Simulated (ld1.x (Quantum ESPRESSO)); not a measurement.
**Pd: excitation energies, all-electron against PAW**

```
Element                 : Pd
Generator               : ld1.x (Quantum ESPRESSO) 7.5
Type                    : PAW
Functional              : PBEsol
Relativity              : scalar-relativistic
Frozen core             : [Ar] 3d10 4s2
Valence charge          : 16
Reference configuration : 4p6 4d10 5s0
Partial waves           : 5s (bound, empty): rcut 2.15, rcutus 2.70 bohr; 5s channel at 2.4 Ry: rcut 2.15, rcutus 2.70 bohr; 4p (bound): rcut 1.25, rcutus 1.70 bohr; 4p channel at -3.25 Ry: rcut 1.25, rcutus 1.70 bohr; 4d (bound): rcut 1.60, rcutus 1.95 bohr; 4d channel at 0.05 Ry: rcut 1.60, rcutus 1.95 bohr; 4f channel at 0.05 Ry: rcut 1.75, rcutus 2.05 bohr; 4f channel at 0.6 Ry: rcut 1.75, rcutus 2.05 bohr
Local potential         : all-electron potential smoothed inside 2.15 bohr (lloc = -1)
Core correction         : a·sin(br)/r model core inside 0.95 bohr
Augmentation charge     : BESSEL, radius 1.05 bohr
```

Energies are relative to the spin-unpolarised reference configuration 4p6 4d10 5s0; without spin polarisation the order of configurations can differ from experiment.

| valence configuration | charge | ΔE all-electron (eV) | error AE − PS (meV) |
| --- | --- | --- | --- |
| 4p6 4d8 5s0 | +2 | 29.938 | -13 |
| 4p6 4d7 5s0 | +3 | 64.286 | -55 |
| 4p6 4d6 5s0 | +4 | 113.610 | -155 |
| 4p6 4d8 5s1 | +1 | 13.664 | +28 |
| 4p5 4d10 5s0 | +1 | 57.113 | -47 |

What are ΔE and the potential's error for 4p6 4d9 5s0?

ΔE = 9.120 eV all-electron; the error (AE − PS) is -1.2 meV.

What are ΔE and the potential's error for 4p6 4d9 5s1?

ΔE = 1.511 eV all-electron; the error (AE − PS) is +9.2 meV.

Levels in the configuration 4p6 4d8 5s0:

| level | all-electron (eV) | pseudo (eV) |
| --- | --- | --- |
| 4p | -76.030 | -76.065 |
| 4d | -27.320 | -27.340 |
